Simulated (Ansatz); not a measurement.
GaI3, SMILES [I][Ga]([I])[I].

Geometry optimised at B3LYP-D3(BJ)/def2-SVP. The isomer is the one that the SMILES or the coordinates give; other isomers of the formula were not compared. The def2 effective core potentials stand for the cores of I; spin–orbit coupling is left out.

Two levels are set side by side: PBE/def2-SVPD (Ansatz, a program for electronic structure) and PBE0/def2-SVPD (Ansatz). Energy differences of separate SCF runs at the same geometry; the states with an electron removed or added have multiplicity 2 and 2. Differences are taken from unrounded values.

```
quantity                            PBE
---------------------------------  ----
vertical ionisation energy (eV)    8.97
vertical electron affinity (eV)    1.42
vertical singlet–triplet gap (eV)  3.11
```

### Question
These are the PBE values. What does PBE0 give? (An estimate is asked for; the answer gives what the named calculation found.)

### Answer

```json
[
 {"quantity": "vertical ionisation energy (eV)", "PBE0": "9.44", "PBE minus PBE0": "-0.48"},
 {"quantity": "vertical electron affinity (eV)", "PBE0": "1.35", "PBE minus PBE0": "0.07"},
 {"quantity": "vertical singlet–triplet gap (eV)", "PBE0": "3.61", "PBE minus PBE0": "-0.50"}
]
```
